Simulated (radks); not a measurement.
The numbers below are computed, except where a source is named.
Problem. All-electron atom: the technetium ion Tc10+ in [Ar] 3d10 4s2 4p3. Level of theory: Dirac Kohn-Sham, PBE, spin-unpolarised, spherical densities, point nucleus; open shells are shared between the two j in proportion to 2j + 1 (a radial shooting solver on a logarithmic mesh with Libxc functionals). Some entries of the table are withheld. Estimate them.

| orbital | occ. | eigenvalue (hartree) | r(max) (bohr) |
|---|---|---|---|
| 1s1/2 | 2 | -773.5303 | (1) |
| 2s1/2 | 2 | -116.2678 | 0.1263 |
| 2p1/2 | 2 | -107.7664 | 0.09812 |
| 2p3/2 | 4 | -103.4173 | 0.1020 |
| 3s1/2 | 2 | (2) | (3) |
| 3p1/2 | 2 | -22.49839 | 0.3585 |
| 3p3/2 | 4 | -21.76358 | 0.3679 |
| 3d3/2 | 4 | -15.99314 | 0.3083 |
| 3d5/2 | 6 | -15.85067 | 0.3110 |
| 4s1/2 | 2 | -8.68318 | 0.9097 |
| 4p1/2 | 1 | -7.61752 | 0.9452 |
| 4p3/2 | 2 | -7.46981 | 0.9639 |

Solution. 
(1) 1s1/2 r(max) (bohr): 0.02228
(2) 3s1/2 eigenvalue (hartree): -25.76689
(3) 3s1/2 r(max) (bohr): 0.3717
